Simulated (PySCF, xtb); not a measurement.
disilylmethane (CH₈Si₂), SMILES [SiH3]C[SiH3].

GFN2-xTB (xtb) at its own geometry gives an orbital gap of 5.56 eV and a dipole moment of 0.37 D.

The structure is a stationary point at PBE-D3(BJ)/def2-SVP.

Problem. What does PySCF with PBE/def2-TZVPD give? (An estimate is asked for; the answer gives what the named calculation found.)

Solution. gap 6.72 eV (levels -7.54 and -0.82 eV), dipole 0.87 D.
